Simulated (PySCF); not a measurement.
Compound: C3H4B2F2O2.
Structure used (GFN2-xTB), in Å, numbered top down from 1:
```
atom  x, y, z in Å
C1     2.4809    0.0833    0.5335
C2     1.2377    0.2152    0.2246
C3    -0.0356    0.3247   -0.0862
B4    -0.9677   -0.9658    0.0061
O5    -0.4103   -2.1274    0.4026
O6    -2.2875   -0.9468   -0.2942
B7    -0.6033    1.6867   -0.5274
F8    -1.8845    1.8524   -0.8554
F9     0.1016    2.8003   -0.6221
H10    3.2223   -0.1768   -0.2027
H11    2.8319    0.2263    1.5412
H12   -1.0280   -2.8595    0.4349
H13   -2.6619   -0.1120   -0.5724
```

Vertical excitations from PySCF (density fitting, frozen core in the response, grid level 2 and gas phase unless stated; continuum runs use non-equilibrium linear response for the excitations) on a GFN2-xTB geometry. Reference run:

```json
{"settings": "PBE0/def2-SVPD, full TDDFT, 6 singlets", "S1, eV (f)": "4.47 (0.000)", "S2, eV (f)": "6.24 (0.229)", "S3, eV (f)": "6.88 (0.000)", "S4, eV (f)": "6.88 (0.015)", "S5, eV (f)": "6.94 (0.003)", "S6, eV (f)": "7.32 (0.000)", "T1, eV (Tamm–Dancoff)": "4.07", "mean α (au)": "72.6"}
```

**Question.** What do these settings give: (1) KT3/3-21G, grid level 1, start guess huckel, TDA, 3 singlets; (2) LC-wPBE/pcseg-1, full TDDFT, 6 singlets; (3) PW91/ANO-RCC-VDZP, start guess atom, fitting basis def2-qzvpp-jkfit, TDA, 6 singlets?

**Answer.** 
```
                                                                            settings    S1, eV (f)    S2, eV (f)    S3, eV (f)    S4, eV (f)    S5, eV (f)    S6, eV (f)  T1, eV (Tamm–Dancoff)  mean α (au)
                        KT3/3-21G, grid level 1, start guess huckel, TDA, 3 singlets  4.41 (0.000)  5.24 (0.001)  6.16 (0.000)             –             –             –                   4.08         55.2
                                             LC-wPBE/pcseg-1, full TDDFT, 6 singlets  4.80 (0.000)  6.56 (0.289)  7.15 (0.000)  8.02 (0.000)  8.06 (0.758)  8.52 (0.142)                   4.07         59.4
PW91/ANO-RCC-VDZP, start guess atom, fitting basis def2-qzvpp-jkfit, TDA, 6 singlets  4.23 (0.000)  5.46 (0.000)  6.07 (0.009)  6.19 (0.219)  6.35 (0.000)  6.42 (0.000)                   3.86         67.5
```

(1) S1 moves by -0.06 eV; functional, basis and response scheme change together, so the shift can't be laid on one. (2) S1 moves by +0.33 eV; functional and basis change together, so the shift can't be laid on one. (3) S1 moves by -0.24 eV; functional, basis and response scheme change together, so the shift can't be laid on one. States are counted by energy in each run and needn't keep their character from row to row.

KT3 was designed for NMR shieldings or shifts; total energies of different functionals aren't comparable. ANO-RCC sets were contracted for a scalar-relativistic Hamiltonian, but ran non-relativistically here.

**Question.** Which orbital pairs make up S1 in each run, and how does it sit against the orbital gap?

**Answer.** 
```tsv
settings	S1 configurations (weight)	S1 (eV)	orbital gap (eV)	S1 − gap (eV)
PBE0/def2-SVPD, full TDDFT, 6 singlets	H→L 0.99	4.47	6.25	-1.78
KT3/3-21G, grid level 1, start guess huckel, TDA, 3 singlets	H→L 1.00	4.41	4.32	+0.09
LC-wPBE/pcseg-1, full TDDFT, 6 singlets	H→L 0.96	4.80	11.30	-6.50
PW91/ANO-RCC-VDZP, start guess atom, fitting basis def2-qzvpp-jkfit, TDA, 6 singlets	H→L 1.00	4.23	4.11	+0.12
```

One conformer stands for the species.
